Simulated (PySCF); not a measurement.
**Computed properties of ZrF3, SMILES [F][Zr+]([F])[F], charge +1, multiplicity 1**

ZrF₃, SMILES [F][Zr+]([F])[F], charge +1, multiplicity 1. Geometry: B3LYP-D3(BJ)/def2-TZVP. The spin state was assumed, not searched. The isomer is the one that the SMILES or the coordinates give; other isomers of the formula were not compared. The def2 effective core potentials stand for the cores of Zr; spin–orbit coupling is left out. The values are those of a single conformer. All values are computed for the isolated molecule unless a solvent is named; none is compared with measurement here.

**Structure.** The optimised structure has C3v symmetry. All 6 harmonic modes at B3LYP-D3(BJ)/def2-TZVP (PySCF) are real, so it is a minimum. With heavy atoms numbered as in [Zr+:1]([F:2])([F:3])[F:4], the shortest bond between them is Zr1–F4 at 1.848 Å and the longest Zr1–F3 at 1.848 Å.

**Vibrations.** The strongest infrared lines (harmonic, unscaled, degenerate partners summed) lie at 755 cm⁻¹ (404 km/mol, F 77 %, Zr 23 %), 136 cm⁻¹ (51 km/mol, F 69 %, Zr 31 %), 750 cm⁻¹ (24 km/mol, F 93 %). The softest mode is at 136 cm⁻¹ and the zero-point energy is 3.9 kcal/mol.

**Electronic structure.** r2SCAN/def2-TZVPD (PySCF) places the frontier levels at -16.67 and -10.06 eV, a gap of 6.61 eV and a mean polarisability of 28.1 bohr³.

**Excitations.** TDDFT-PBE0/def2-SVPD (PySCF) has S1 at 6.93 eV (179 nm, f = 0.013, weak); the most intense of the 10 singlets computed lies at 6.93 eV (f = 0.01). Strengths of degenerate partners are summed. T1 (TDA) is at 6.76 eV. No vertical singlet excitation falls in the visible range (under 3.1 eV).
